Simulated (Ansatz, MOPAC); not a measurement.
Species: CuH, charge 0, multiplicity 1. SMILES: [CuH]

Atoms: Cu1, H2. Bonds: Cu1-H2.

Bond lengths (Å) and angles (degrees) optimised at PM6 with MOPAC; PM7 with MOPAC; PBE/6-31G* with LANL2DZ past Ar with Ansatz (a quantum-chemistry and plane-wave program); B3LYP/LANL2DZ with Ansatz, each started from the B3LYP-D3(BJ)/def2-TZVP structure (Ansatz) of the last column. A row stands for all coordinates that are equal there. 6-31G* holds six Cartesian d functions.

| coordinate | PM6 | PM7 | PBE/6-31G* with LANL2DZ past Ar | B3LYP/LANL2DZ | B3LYP-D3(BJ)/def2-TZVP |
|---|---|---|---|---|---|
| Cu1-H2 | 1.481 | 1.580 | 1.496 | 1.498 | 1.483 |

Mean signed difference of all 1 bond lengths from B3LYP-D3(BJ)/def2-TZVP: PM6 -0.002 Å, PM7 0.097 Å, PBE/6-31G* with LANL2DZ past Ar 0.013 Å, B3LYP/LANL2DZ 0.015 Å.
